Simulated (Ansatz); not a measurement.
`C[Si](F)(F)[SnH3]` + H₂ → `C[SiH](F)[SnH3]` + H–F  (hydrogenolysis of the Si–F bond)

Gas-phase electronic energies from Ansatz, PBE0-D4/def2-TZVP geometries. CCSD(T)/CBS is the MP2 limit (def2-TZVPP, def2-QZVPP) plus CCSD(T) − MP2 in def2-TZVPP, frozen cores. This one scheme is used for every species. Elements past krypton have def2 core potentials. For Sn outer-core shells are correlated without core-valence functions, which leaves a few kJ/mol of doubt a bond.

```tsv
level	ΔE (kJ/mol)
SCS-MP2/def2-TZVPP	133.9
SCS-MP2/def2-QZVPP	135.0
```

(1) What does CCSD(T)/CBS give? (Best estimate.)

Largest T1 diagnostic among the species: 0.013.

## Answers

(1) The calculation gave: +132.3 kJ/mol. The listed levels differ from it by 1.6, 2.7 kJ/mol.

The D4 term adds +3.3 kJ/mol with B3LYP and +1.7 kJ/mol with PBE0; it sums over pairs of atoms, weighted by their polarisabilities, and B3LYP, whose exchange is more repulsive, gets the larger term.

B3LYP here is the variant with VWN-RPA as its local correlation; programs differ in this.
